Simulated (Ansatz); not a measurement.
Species: C3H8O3Si, charge 0, multiplicity 1. 
Geometry from a B3LYP-D3(BJ)/def2-TZVP (Ansatz, a program for electronic structure) optimisation:
SMILES: C=CC[Si](O)(O)O
```xyz
15

C      2.5558    -1.0669    -0.8924
C      1.7230    -1.0606     0.1450
C      1.0880     0.1573     0.7374
Si    -0.6742     0.3275     0.1385
O     -1.4710    -0.9516     0.7831
O     -0.7030     0.3722    -1.5075
O     -1.4214     1.7058     0.6239
H      2.8871    -0.1462    -1.3605
H      2.9501    -1.9907    -1.2948
H      1.4233    -2.0085     0.5825
H      1.0802     0.1065     1.8292
H      1.6330     1.0597     0.4479
H     -2.4255    -0.9881     0.6794
H     -0.1114    -0.2402    -1.9560
H     -1.4360     2.4333    -0.0031
```

Wanted: atomisation energy (electronic, to ground-state atoms), in eV. Correlated levels leave the core frozen unless marked. UHF or UKS for open shells. No spin-orbit coupling. Non-relativistic. The coupled-cluster limit lacks core correlation, which all-electron functionals hold. Basis-set limits of correlation are two-point, X^-3; Hartree-Fock from the larger set.

```json
[
 {"level": "r2SCANh-D4/def2-TZVPD", "program": "Ansatz + dftd4", "atomisation energy (eV)": "___"},
 {"level": "B2PLYP-D4/def2-TZVPD", "program": "Ansatz + dftd4", "atomisation energy (eV)": "64.37"},
 {"level": "CCSD/STO-3G", "program": "Ansatz", "atomisation energy (eV)": "57.89"},
 {"level": "CCSD/6-31G", "program": "Ansatz", "atomisation energy (eV)": "52.34"},
 {"level": "CCSD(T)/CBS(cc-pV(T+d)Z,cc-pV(Q+d)Z)", "program": "Ansatz", "atomisation energy (eV)": "___"}
]
```

Some entries are withheld; supply them.


- r2SCANh-D4/def2-TZVPD, atomisation energy (eV): 64.60
- CCSD(T)/CBS(cc-pV(T+d)Z,cc-pV(Q+d)Z), atomisation energy (eV): 65.26
